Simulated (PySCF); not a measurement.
Te(Et)(SiH3), SMILES CC[Te][SiH3], CAM-B3LYP/def2-SVP optimised geometry. Atoms within 1.6 Å of the plane z = 0.6 Å (x, y, z in Å): Te1 (0.84, 1.29, 0.00), C2 (-1.29, 0.87, -0.25), C3 (-1.97, 0.28, 0.97), H5 (-1.72, 1.84, -0.52), H6 (-1.88, 0.94, 1.85), H7 (-1.54, -0.70, 1.25), H8 (-3.04, 0.12, 0.77), Si9 (1.55, -1.10, 0.00), H11 (1.07, -1.84, 1.20), H12 (3.04, -1.10, 0.00).

Level of theory: CAM-B3LYP/def2-TZVP, def2 effective core potentials past Kr (PySCF). The core electrons that the potentials of Te replace are not part of the density.

Map of the log10 of the electron density (e/bohr³), floored at −4 on the plane z = 0.6 Å:

```
|0000000000000000000000000000000|
|0000000000000000000000000000000|
|0000000000000000000000000000000|
|0000000000000000000000000000000|
|0000000000000000011000000000000|
|0000000000000011222211000000000|
|0000000000001122333322100000000|
|0000000001222234455443210000000|
|0000000122333345666554310000000|
|0000001233444456777665321000000|
|0000012344555567888765421000000|
|0000123455666667899875431000000|
|0001235567777777899875431000000|
|0002356778887767788765432100000|
|0002457888987666777765432210000|
|0002467888887655667765544321000|
|0002356777876545567766655431000|
|0001345566776544567776666532000|
|0000123445665434677877776542100|
|0000012234444334678877666532000|
|0000000122332234678776655431000|
|0000000001111124567765544321000|
|0000000000000123455554332210000|
|0000000000000012344433211000000|
|0000000000000001222221100000000|
|0000000000000000011110000000000|
|0000000000000000000000000000000|
|0000000000000000000000000000000|
|0000000000000000000000000000000|
|0000000000000000000000000000000|
|0000000000000000000000000000000|
```
Scale: ten equal steps from -4.00 (start of '0') to -0.216 (end of '9'), in the order '0123456789'; x runs from -5.50 to 5.50, y from -5.50 (bottom) to 5.50 (top).
